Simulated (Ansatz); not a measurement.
A run for Ansatz (a program for electronic structure): R-B3LYP/def2-TZVPP on BH3Se (SMILES B[SeH]), atoms moved off the minimum.

Ansatz 0.2 input:
```yaml
crystal:
  periodic: [false, false, false]
  atoms:
    - {symbol: B, position_ang: [0.50220190, -0.01663596, -1.39731427]}
    - {symbol: H, position_ang: [-0.29090478, -0.60688080, -2.09426972]}
    - {symbol: H, position_ang: [1.47655843, 0.38175443, -1.86696819]}
    - {symbol: Se, position_ang: [-0.13487105, 0.03948691, 0.28009209]}
    - {symbol: H, position_ang: [1.06923748, 0.74867316, 0.83292552]}
basis:
  gaussian:
    orbitals: def2-TZVPP
hamiltonian:
  xc: {name: B3LYP}
scf: {lower_state_search: off}
output: {forces: true}
```

The head of its log:

```
WARN ansatz: RAYON_NUM_THREADS=1 ignored (pool sized by the plan → 1); use --threads N
Functional definition: B3LYP
these checks for a lower state are left out or cut short: stability, starts, cluster_reference, orbital_swaps, neighbouring_geometries, increment
integrals: 0.03 GiB planned
755 factors; their error is unknown
mean field: 0.37 GiB planned
mean field evaluation 1: about -66072.5014 eV, gradient 3.3e1 eV
mean field evaluation 2: about -66070.5953 eV, gradient 4.0e1 eV
```

### Question
Predict the final total energy.

### Answer
-2428.2534 hartree.
